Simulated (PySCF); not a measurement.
# One molecule, several mistakes: B2H3O2

All numbers below are calculated, not measured. They come from PySCF 2.14.0, an open-source quantum chemistry program, on an isolated molecule that a program drew, which may never have been made. The molecule is B2H3O2 (charge 0, doublet), drawn as the SMILES string `[BH]OBO`.

Each row is a Hartree-Fock (HF) and frozen-core CCSD(T) single point in the cc-pVDZ basis, meant for a local HF minimum. Run 1 is clean. Each other run has one planted mistake out of seven kinds, and not every kind appears here: one electron removed, one electron added, multiplicity raised by two, geometry at a saddle point, minimal basis STO-3G, one bond length entered in bohr, all coordinates scaled. The reference is restricted for singlets and unrestricted otherwise, and also for a bond in bohr. Adding or removing an electron swaps singlet and doublet. Electrons count all cores. HOMO and LUMO are orbital energies over both spins, the gradient is its largest component, and the lowest frequency (negative if imaginary) is given only where the gradient is small. Bond lengths are over the 6 bonds as drawn. T1 is the CCSD diagnostic: over 0.02 (restricted) or 0.045 (unrestricted) a single reference is doubtful.

Geometry of the clean run:
```xyz
7
B2H3O2, angstrom
B     0.4102    0.0286    0.3695
O    -0.1063    0.8624    1.2872
B    -1.1034    1.7990    1.2122
O    -2.0463    1.6941    0.2578
H     1.1536   -0.8626    0.6897
H    -1.1109    2.6760    2.0286
H    -2.6969    2.3779    0.2910
```

| run | electrons | basis functions | <S^2> | HOMO (eV) | LUMO (eV) | gradient (hartree/bohr) | lowest frequency (cm^-1) | mean bond (Å) | longest bond (Å) | T1 | HF (hartree) | CCSD(T) (hartree) | mistake |
|---|---|---|---|---|---|---|---|---|---|---|---|---|---|
| 1 | 29 | 71 | 0.753 | -8.81 | 2.85 | 1.9e-05 | 109 | 1.2342 | 1.370 | 0.0169 | -200.92949 | -201.47985 | no fault |
| 2 | 29 | 71 | 3.763 | -6.08 | -2.25 | 1.4e-01 | - | 1.2342 | 1.370 | 0.0817 | -200.67692 | -201.19337 | multiplicity raised by two |
| 3 | 30 | 71 | 0.000 | 1.38 | 8.85 | 1.1e-01 | - | 1.2342 | 1.370 | 0.0229 | -200.83594 | -201.42342 | one electron added |
| 4 | 29 | 71 | 1.378 | -9.08 | 2.64 | 2.0e-02 | - | 1.4119 | 2.264 | 0.0605 | -200.80292 | -201.35670 | one bond length entered in bohr |
| 5 | 29 | 23 | 0.753 | -6.55 | 7.29 | 3.9e-02 | - | 1.2342 | 1.370 | 0.0222 | -198.24009 | -198.42850 | ? |

**Which mistake was planted in run 5, and what did it cost?**

It has 23 basis functions where the clean run has 71, with the same electrons and geometry. So the mistake is: minimal basis STO-3G. Subtracting run 1 and multiplying by 627.51 kcal/mol a hartree, the energy moved by 1687.6 kcal/mol in HF and 1914.8 kcal/mol in CCSD(T).

Cautions from the logs. Run 2: T1 is over the limit, so its CCSD(T) energy is less reliable; run 3: T1 is over the limit, so its CCSD(T) energy is less reliable and the HOMO is above zero, so the electron isn't bound and the energy depends on the basis; run 4: T1 is over the limit, so its CCSD(T) energy is less reliable.
